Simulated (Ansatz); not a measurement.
Ansatz results at the PBE0-D4/def2-TZVP geometry: HOMO energy (PBE/def2-TZVPP) -5.46 eV; size of the dipole moment (PBE/def2-TZVPP) 1.95 D; LUMO energy (B3LYP/def2-TZVPP) -2.50 eV.

Question: Which molecule gave them?
A. `N=C[SiH2][SeH]`
B. `B[BH][GeH3]`
C. `SS[SiH2]Cl`
D. `C[Si]1([AlH2])BC1`

Answer: D. The others give `N=C[SiH2][SeH]`: -5.90, 1.49, -1.49; `B[BH][GeH3]`: -6.74, 0.34, -2.27; `SS[SiH2]Cl`: -6.26, 0.14, -1.64.

B3LYP here is the variant with VWN-RPA as its local correlation; programs differ in this.
